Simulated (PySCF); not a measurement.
# Polarisability and C₆ of Ru(2+) (ruthenium, charge +2)

[Kr] 4d6, high-spin 5D determinant. Computed with PySCF 2.14 in aug-cc-pVTZ-PP with one added diffuse shell each of s, p, d, f, g type with ECP28MDF (7s7p6d4f3g, 113 functions), with scalar relativity through the core potential. Coupled (time-dependent) response in atomic units; α is the mean over directions.

| method | mean α (bohr³) | α xx, yy, zz | C₆ (like pair) | S(−4) |
| --- | --- | --- | --- | --- |
| UHF | 7.479 | 7.762, 7.762, 6.914 | 39.48 | 15.33 |
| PBE | 8.632 | 8.953, 8.953, 7.988 | 46.36 | 23.80 |
| PBE0 | 8.209 | 8.522, 8.522, 7.583 | 43.87 | 20.30 |

S(−4) is the Cauchy moment in α(ω) = α(0) + S(−4) ω² + …

Spin-orbit coupling is absent.

α(iu) at UHF:

```
u (hartree)  α(iu) (bohr³)
          0          7.479
     0.0500          7.441
      0.100          7.331
      0.200          6.946
      0.300          6.440
      0.500          5.403
      0.750          4.331
       1.00          3.518
       1.50          2.417
       2.00          1.737
       3.00         0.9947
       5.00         0.4318
```

A single London oscillator, α(iu) = α/(1 + u²/ω²), gives C₆ = (3/4) ω α². Matching the computed C₆ needs ω = 4 × 39.48 / (3 × 7.479²) = 0.941 hartree.

For an ion, C₆ is the dispersion term alone; charge-induced terms of lower order in 1/R come first.

The components differ because the open shell of this determinant is not spherical; for a pure term their mean is the scalar polarisability.

Energies and moments cover only the electrons outside the core potential.
